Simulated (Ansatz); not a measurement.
NbCl2O2, that is [NbO2Cl2]- with one electron fewer, relaxed as a doublet with UKS PBE0-D4/def2-SVPD in Ansatz, starting from the PBE0-D4/def2-SVPD geometry of the charge -1 singlet. Force threshold 0.02 eV/Å.

In the def2 sets Nb takes a core potential; there is no spin–orbit coupling. The relaxation made no stability test and no search for a lower SCF solution. No other spin state of charge 0 was run.

Start:

```
atom    x (Å)    y (Å)    z (Å)
 Nb1   0.0246  -0.0974  -0.0920
  O2   0.2323   0.1231  -1.7918
  O3   0.1914  -1.7874   0.2195
 Cl4  -2.1694   0.6406   0.5630
 Cl5   1.7211   1.1211   1.1013
```

```csv
step,energy (eV),largest force component (eV/Å),SCF passes
1,-30670.6068,3.489,27
2,-30670.8445,0.694,33
3,-30670.9000,0.258,31
4,-30670.9069,0.122,29
5,-30670.9070,0.119,32
6,-30670.9077,0.005,33
```

Force components are those of the run's own axes.

End:

Cartesian coordinates in Å:
```
Nb 0.003 -0.012 -0.011
O 0.240 0.029 -1.761
O 0.201 -1.762 0.124
Cl -2.131 0.636 0.561
Cl 1.687 1.108 1.088
```

By distances, no bond broke or formed. The bond that changes most is Nb1–Cl5, from 2.41 to 2.30 Å (atoms count from 1).

No frequencies were taken in this run, so the end may be a saddle point.

Run time 21 s (4 threads of Arm Neoverse V1 on a shared host).
